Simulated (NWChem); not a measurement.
HS2, doublet; SMILES [S]S

All runs: NWChem. Spin-unrestricted. In the optimisation the excess spin sits in a" (Cs, its own frame). The geometry was optimised at PBE-D3(BJ)/def2-SVP, spin-unrestricted. No stability test was run on the SCF state.

### Question
What does the run give for HCTH/407/def2-TZVP? Quantities: highest occupied level (eV); lowest empty minus highest occupied level, either spin (eV); dipole (D); <S²>.

### Answer
The highest occupied level (eV) is -6.02 and the lowest empty minus highest occupied level, either spin (eV) is 1.27. The dipole (D) is 1.57. The <S²> comes out as 0.754.
